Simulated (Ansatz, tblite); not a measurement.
Spin states of Ge₂Cl₂, each relaxed with PBE-D4/def2-SVP in Ansatz. Electronic energies in the gas phase.

The xTB rows come from tblite. Correlated methods freeze 28 core orbitals; core or outer-core shells of Ge are correlated, in sets that lack core-valence functions. The structure comes from a short search, and lower isomers may exist.

Singlet geometry (C2v within 0.1 Å):

```xyz
4

Ge   -0.904   -1.029   -0.415
Ge   -0.253    0.893    1.089
Cl    1.303   -0.984    0.696
Cl   -0.147    1.120   -1.369
```

Triplet geometry (C2v within 0.1 Å):

Cartesian coordinates in Å:
```
Ge -1.0496 -1.1615 0.5869
Ge 0.2538 0.9231 1.3718
Cl 1.3484 1.6258 -0.4090
Cl -0.5527 -1.3873 -1.5497
```

Quintet geometry (Cs within 0.1 Å):

```xyz
4

Ge   -0.5880    2.0742   -0.5451
Ge    0.3294    0.0051    0.5319
Cl   -1.4666   -1.2298    0.9921
Cl    1.7252   -0.8495   -0.9789
```

⟨S²⟩: triplet 2.01 at PBE0-D4/def2-TZVP (pure 2.00), quintet 6.01 at PBE0-D4/def2-TZVP (pure 6.00).

Only these spin states were relaxed. The triplet has other bonds than the singlet, so the gap mixes isomer and spin. The quintet has other bonds than the singlet, so the gap mixes isomer and spin.

```tsv
level	triplet − singlet (kcal/mol)	quintet − singlet (kcal/mol)	lowest of these
GFN1-xTB	7.0	79.0	singlet
HF/def2-TZVP	3.1	42.6	singlet
BHLYP-D4/def2-TZVP	14.8	81.4	singlet
ωB97X-V/def2-TZVP	20.2	88.3	singlet
MP2/def2-TZVP	20.1	78.9	singlet
```

Task: Estimate the rows for GFN2-xTB, PBE-D4/def2-TZVP, r2SCAN-D4/def2-TZVP, PBE0-D4/def2-TZVP.

Result: 
```
              level  triplet − singlet (kcal/mol)  quintet − singlet (kcal/mol)  lowest of these
           GFN2-xTB                          22.4                         123.0          singlet
   PBE-D4/def2-TZVP                          16.6                          84.5          singlet
r2SCAN-D4/def2-TZVP                          13.3                          77.2          singlet
  PBE0-D4/def2-TZVP                          16.1                          80.5          singlet
```

The xTB methods have no spin-polarisation term.
